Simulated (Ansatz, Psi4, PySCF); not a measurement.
COS, charge +1, doublet, geometry from GFN2-xTB (a state made from the parent by changing its charge; the spin is typed, not shown lowest). Base run: PySCF with CCSD(T)/6-311G**.

Here is a job for PySCF.
```python
from pyscf import gto, scf, cc

mol = gto.M(
    atom='''
O    -0.00000000   -0.00000000   -1.68366881
C    -0.00000000   -0.00000000   -0.55245407
S     0.00000000    0.00000000    1.04900468
''',
    basis='6-311g**',
    charge=1,
    spin=1,
    verbose=4,
)

mf = scf.UHF(mol)
mf.kernel()

mycc = cc.CCSD(mf)
mycc.kernel()
et = mycc.ccsd_t()
print('E(CCSD(T)) = %.10f' % (mycc.e_tot + et))
```

The same geometry, method and basis name were run in Ansatz (a quantum-chemistry and plane-wave program) and Psi4 and PySCF, at each program's defaults and at the settings that a row names. The base is PySCF at its defaults. Differences at the defaults can come from grids, fitting, cores and function types together.

```tsv
code and settings	ΔE vs base (mEh)	basis functions	E (Eh)	SCF cycles
PySCF, defaults (exact integrals, spherical functions, all electrons correlated)	0.000	62	-510.55587	17
Psi4, defaults (exact integrals, spherical functions, all electrons correlated)	0.000	62	-510.55587	20
Ansatz, defaults (factorised integrals, Cartesian functions, frozen core)	157.2	63	-510.39865	-
PySCF, frozen core	158.2	62	-510.39764	17
Psi4, exact integrals, spherical functions, frozen core	158.2	62	-510.39764	20
Ansatz, high accuracy, frozen core, Cartesian functions as the basis file defines them	157.2	63	-510.39865	-
```

Open shells are given as the SCF converged; they aren't shown to be the lowest states, and a large step between rows can be another state.
